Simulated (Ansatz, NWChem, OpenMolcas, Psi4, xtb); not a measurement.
Ligand exchange: GeHBr + BBrF2 → GeHF + BBr2F

Gas-phase species: GeHBr `[GeH][Br]`, singlet; BBrF2 `FB(F)Br`, singlet; GeHF `[F][GeH]`, singlet; BBr2F (dibromofluoroborane) `FB(Br)Br`, singlet. The partners trade Br for F: Ge–Br and B–F bonds give way to Ge–F and B–Br.

Shapes, held fixed at every level: PBE0-D4/def2-TZVP. Programs: Ansatz 0.2.0, NWChem 7.3.0, OpenMolcas 26.06, Psi4 1.11, xtb 6.7.1. A level may come from different programs for different species; with the same settings they agree closely. Electronic energies: no zero-point or thermal term.

```json
{"level": "GFN1-xTB", "kind": "semi-empirical", "ΔE (kJ/mol)": "+117.1"}
{"level": "HF/STO-3G", "kind": "Hartree–Fock", "ΔE (kJ/mol)": "+168.5"}
{"level": "HF/3-21G", "kind": "Hartree–Fock", "ΔE (kJ/mol)": "+112.4"}
{"level": "HF/def2-SVP", "kind": "Hartree–Fock", "ΔE (kJ/mol)": "+127.5"}
{"level": "PBE0/def2-SVP", "kind": "global hybrid", "ΔE (kJ/mol)": "+115.1"}
{"level": "B3LYP/6-31G* (Cartesian functions)", "kind": "global hybrid", "ΔE (kJ/mol)": "+120.7"}
```

B3LYP/6-31G* (Cartesian functions) gives ΔE = +120.7 kJ/mol; the levels span +112.4 to +168.5. The median of the levels is +118.9. No measured value is set beside it here. Relativity is left out for Br, Ge. B3LYP/6-31G* (Cartesian functions) lies outside the range of the other correlated levels here, so it shouldn't be taken on trust. Rows in sets without polarisation functions are far from converged.
